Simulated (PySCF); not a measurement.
Computed shifts of a molecule C4H7F, PBE0/pcSseg-1 (PySCF), GIAO, gas phase, atoms alike by connectivity averaged where their shifts nearly agree, in ppm (number of nuclei): ¹³C: 150.9 (1), 125.0 (1), 94.9 (1), 27.1 (1). ¹⁹F: -215.3 (1). ¹H: 6.41 (1), 6.37 (1), 6.01 (1), 5.59 (1), 1.87 (3). References: ¹³C against TMS (σ = 186.3 ppm); ¹⁹F against CFCl3 (σ = 167.2 ppm); ¹H against TMS (σ = 31.56 ppm), references at their B3LYP-D3(BJ)/def2-TZVP geometries, non-relativistic. Coordinates come from a PBE-D3(BJ)/def2-SVP optimisation. Other conformers were not sampled.

Identify the compound among the candidates.
A. C=C[C@H](C)F
B. C/C=C(\C)F
C. CC(C)=CF
D. CC1(F)CC1

A, C=C[C@H](C)F
